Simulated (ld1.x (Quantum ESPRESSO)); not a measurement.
Mg PAW: all-electron and pseudo phase curves

* Element: magnesium
* Generator: ld1.x (Quantum ESPRESSO) 7.5
* Type: PAW
* Functional: PBE
* Relativity: scalar-relativistic
* Frozen core: [He] 2s2
* Valence charge: 8
* Reference configuration: 2p6 3s2 3p0
* Partial waves: 3s (bound): rcut 2.05, rcutus 2.70 bohr; 3s channel at 1.45 Ry: rcut 2.05, rcutus 2.70 bohr; 2p (bound): rcut 1.05, rcutus 1.35 bohr; 3p (bound, empty): rcut 1.05, rcutus 1.35 bohr; 3d channel at 0.05 Ry: rcut 2.40, rcutus 3.25 bohr
* Local potential: all-electron potential smoothed inside 1.75 bohr (lloc = -1)
* Core correction: Bessel-smoothed model core, default radius (core density twice the valence density)
* Augmentation charge: BESSEL, radius 0.85 bohr

The phase is arctan(r·u′/u) with u = r·R(r), unwrapped; energies in Ry, scanned from -5 to 5 Ry. A pole is an energy at which the radial function vanishes at the test radius. The pseudo phase is shifted by a multiple of π to meet the all-electron one at the reference energy, and phase errors are pseudo minus all-electron; the curves can meet again beyond the range given. Levels narrower than the energy grid can be missing from the lists of poles. Where the grid stepped over a known ghost or core level, its pole and its step of π were put in at the level’s energy.

```json
{"channel": "s", "radius (bohr)": "3.57", "reference energy (Ry)": "-0.35", "poles, all-electron": "0.19, 3.73", "poles, pseudo": "0.19, 3.31, 4.20", "unbroken range about the reference energy with phases within 0.05 rad": "below 3.3", "phase error 1 Ry above the reference energy (rad)": "-0.000"}
{"channel": "p", "radius (bohr)": "3.57", "reference energy (Ry)": "-0.10", "poles, all-electron": "0.75, 4.24", "poles, pseudo": "0.75, 4.20", "unbroken range about the reference energy with phases within 0.05 rad": "the whole range", "phase error 1 Ry above the reference energy (rad)": "-0.000"}
{"channel": "d", "radius (bohr)": "3.57", "reference energy (Ry)": "0.05", "poles, all-electron": "1.41, 4.45", "poles, pseudo": "-1.58, 1.45", "unbroken range about the reference energy with phases within 0.05 rad": "-1.6 to 2.0", "phase error 1 Ry above the reference energy (rad)": "+0.009"}
```

Note: ghost state, extra bound levels that the all-electron valence spectrum of the same l lacks: d at -21.5 eV. A true bound ghost makes a file unfit for plane-wave use.

Phases in the d channel:

| E (Ry) | all-electron | pseudo |
| --- | --- | --- |
| -5.00 | 1.446 | 4.588 |
| -4.74 | 1.443 | 4.585 |
| -4.48 | 1.440 | 4.581 |
| -4.22 | 1.436 | 4.577 |
| -3.96 | 1.431 | 4.573 |
| -3.70 | 1.427 | 4.568 |
| -3.44 | 1.422 | 4.563 |
| -3.18 | 1.416 | 4.557 |
| -2.92 | 1.409 | 4.551 |
| -2.66 | 1.402 | 4.543 |
| -2.40 | 1.394 | 4.535 |
| -2.14 | 1.384 | 4.525 |
| -1.88 | 1.372 | 4.513 |
| -1.62 | 1.358 | 4.492 |
| -1.36 | 1.340 | 1.342 |
| -1.10 | 1.318 | 1.318 |
| -0.84 | 1.287 | 1.288 |
| -0.58 | 1.244 | 1.244 |
| -0.32 | 1.176 | 1.176 |
| -0.06 | 1.050 | 1.050 |
| 0.20 | 0.752 | 0.753 |
| 0.46 | -0.145 | -0.140 |
| 0.72 | -1.061 | -1.053 |
| 0.98 | -1.373 | -1.365 |
| 1.24 | -1.512 | -1.501 |
| 1.50 | -1.600 | -1.585 |
| 1.76 | -1.676 | -1.650 |
| 2.02 | -1.763 | -1.713 |
| 2.28 | -1.904 | -1.790 |
| 2.54 | -2.268 | -1.904 |
| 2.80 | -3.512 | -2.127 |
| 3.06 | -4.270 | -2.716 |
| 3.32 | -4.480 | -3.741 |
| 3.58 | -4.575 | -4.221 |
| 3.84 | -4.631 | -4.407 |
| 4.10 | -4.671 | -4.500 |
| 4.36 | -4.703 | -4.558 |
| 4.62 | -4.731 | -4.596 |
| 4.88 | -4.758 | -4.625 |
